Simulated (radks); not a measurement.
Species: Lu IV. Configuration: [Xe] 4f12 5f2 (not the ground configuration). All-electron calculation, scalar-relativistic Kohn-Sham, exchange-only r2SCAN, spin-polarised, spherical densities, finite nucleus; open shells are filled with parallel spins first (spin-orbit coupling, left out, can overturn this in heavy ions); meta-GGA in the generalised Kohn-Sham scheme; Fermi nuclear charge, rms radius 5.37 fm. Program: a radial shooting solver on a logarithmic mesh with Libxc functionals.

Normalised radial functions P(r) = r R(r), r in bohr:

r	5s up	5s down	5f up
0.002851	0.1223	0.1212	0.0000
0.003895	0.1459	0.1446	0.0000
0.005321	0.1675	0.1660	0.0000
0.007269	0.1815	0.1799	0.0000
0.009851	0.1794	0.1777	0.0000
0.01346	0.1494	0.1480	0.0000
0.01839	0.0796	0.0789	0.0001
0.02512	-0.0335	-0.0331	0.0003
0.03432	-0.1708	-0.1692	0.0008
0.04651	-0.2736	-0.2710	0.0021
0.06354	-0.2589	-0.2565	0.0056
0.0868	-0.0572	-0.0566	0.0137
0.1186	0.2585	0.2561	0.0306
0.1607	0.4138	0.4099	0.0592
0.2196	0.1465	0.1451	0.1007
0.2999	-0.4019	-0.3983	0.1431
0.4098	-0.5865	-0.5819	0.1637
0.5554	-0.0384	-0.0403	0.1403
0.7587	0.7919	0.7837	0.0655
1.036	1.1259	1.1227	-0.0530
1.416	0.8167	0.8219	-0.2011
1.919	0.3463	0.3529	-0.3625
2.622	0.0767	0.0780	-0.5150
3.582	0.0079	0.0076	-0.5494
4.893	0.0003	0.0003	-0.4121
6.632	0.0000	0.0000	-0.1938
9.06	0.0000	0.0000	-0.0457
12.38	0.0000	0.0000	-0.0044

5s up: eigenvalue -109.82 eV, 4 radial nodes at r = 0.0231, 0.0921, 0.240, 0.563 bohr, <r> = 1.12 bohr, 90 % of the charge inside 1.61 bohr. 5s down: eigenvalue -108.66 eV, 4 radial nodes at r = 0.0231, 0.0921, 0.240, 0.564 bohr, <r> = 1.13 bohr, 90 % of the charge inside 1.61 bohr. 5f up: eigenvalue -12.811 eV, 1 radial node at r = 0.912 bohr, <r> = 3.77 bohr, 90 % of the charge inside 5.60 bohr.
